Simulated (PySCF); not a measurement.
# CH9Ge2PSe: core ionisation energies

Species: CH9Ge2PSe.
Structure used (PBE0-D3(BJ)/def2-SVP), in Å, numbered top down from 1:
```xyz
14
CH9Ge2PSe angstrom
C      1.613    0.235    1.281
Ge     1.530    0.719   -0.603
Se     0.513   -0.998   -1.880
Ge    -1.379   -1.338   -0.523
P     -2.220    0.722    0.160
H      2.072   -0.757    1.393
H      0.603    0.219    1.715
H      2.216    0.976    1.827
H      0.764    2.039   -0.811
H      2.937    0.838   -1.220
H     -1.010   -2.136    0.745
H     -2.359   -2.158   -1.383
H     -3.421    0.155    0.692
H     -2.801    1.011   -1.111
```

Method used: delta-SCF UKS SCAN, pcX-2 on the ionised atom, pcseg-1 elsewhere, spin-free X2C in PySCF 2.14.0. Each binding energy is the total energy of the core-ionised species, with the hole localised on one atom, minus that of the ground state; both are solved self-consistently, so orbital relaxation is included.

Q: Give the core binding energies atom by atom.

A: 
```json
{"atom(s)": "P5", "bonded to": "2 H and Ge", "level": "P 1s", "binding energy (eV)": "2149.81", "2p1/2 (eV)": "–", "count": "1"}
{"atom(s)": "C1", "bonded to": "3 H and Ge", "level": "C 1s", "binding energy (eV)": "290.27", "2p1/2 (eV)": "–", "count": "1"}
{"atom(s)": "P5", "bonded to": "2 H and Ge", "level": "P 2p3/2", "binding energy (eV)": "136.29", "2p1/2 (eV)": "137.18", "count": "1"}
```

Q: Give the binding energy of P 1s of P5 in hartree and in kJ/mol.

A: 2149.81 eV = 79.0041 Eh = 207425 kJ/mol.

Spin–orbit coupling isn't in the SCF: each 2p doublet comes from a relaxed spin-free hole plus a matrix of the shell (mean-field spin–orbit coupling and the ground-state 2p splitting), with 2p3/2 averaged over its two sublevels. 2p1/2 minus 2p3/2 (ligand field included): P 0.89 eV. No level of germanium or selenium is listed. Isolated species at its PBE0-D3(BJ)/def2-SVP geometry (one conformer only).
